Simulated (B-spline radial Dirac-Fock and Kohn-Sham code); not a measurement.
**S⁺ 3p3/2: cross section and angular parameters**

System: the S⁺ ion, configuration [Ne] 3s2 3p3; threshold 20.25 eV (orbital energy of the model). The computed values come from an atomic code on a B-spline grid: Dirac-Hartree-Slater photoionisation with a Latter tail; cross sections with all multipoles, angular parameters from the dipole term and its interference with E2.

For linearly polarised light dσ/dΩ = σ/(4π) [1 + β P₂(cos θ) + (δ + γ cos²θ) sin θ cos φ], with θ from the polarisation vector and φ the angle between the beam and the projection of the electron momentum on the plane normal to the polarisation.

```tsv
hν (eV)	σ (kb)	β	γ	δ
73.9	412	1.251	-0.014	-0.003
78.6	396	1.307	-0.018	-0.002
102	306	1.478	-0.021	0.001
118	250	1.538	-0.015	0.002
131	212	1.569	-0.007	0.003
149	170	1.596	0.005	0.004
150	168	1.597	0.005	0.004
194	104	1.622	0.037	0.006
200	97.8	1.622	0.042	0.006
210	88.7	1.623	0.049	0.006
280	48.3	1.609	0.099	0.008
386	23.4	1.564	0.169	0.011
400	21.5	1.557	0.178	0.012
404	21.0	1.555	0.180	0.012
634	6.79	1.442	0.303	0.019
800	3.63	1.366	0.375	0.025
1710	0.386	1.054	0.616	0.060
1770	0.346	1.038	0.626	0.063
1810	0.323	1.028	0.632	0.064
1990	0.239	0.984	0.660	0.071
2000	?	?	?	?
2984.4	0.0638	0.795	0.775	0.109
3880	0.0262	0.677	0.844	0.141
4000	0.0236	0.664	0.851	0.145
5360	0.00847	0.541	0.924	0.188
6170	0.00513	0.486	0.958	0.211
12000	0.000440	0.263	1.122	0.350
12100	0.000426	0.261	1.124	0.353
13100	0.000316	0.238	1.145	0.373
13800	0.000259	0.223	1.158	0.386
```

Q: Give the values at 2000 eV.

A: σ = 0.235 kb, β = 0.981, γ = 0.662, δ = 0.072.
